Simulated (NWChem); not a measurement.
Species: ZnHF; SMILES [ZnH][F]

```xyz
3

Zn     0.0000     0.0000    -0.3543
H      0.0000     0.0000    -1.8669
F      0.0000     0.0000     1.3885
```
Atoms are numbered in this order, from 1.

All runs: NWChem. Structure relaxed at the PBE0/def2-SVP level.

For level TPSSh/def2-SVP:

```yaml
highest occupied level (eV): -8.34
orbital gap (eV): 7.84
```

### Question
Estimate the same quantities for level PBE/def2-SVP.

### Answer
- highest occupied level (eV) = -7.40
- orbital gap (eV) = 6.42
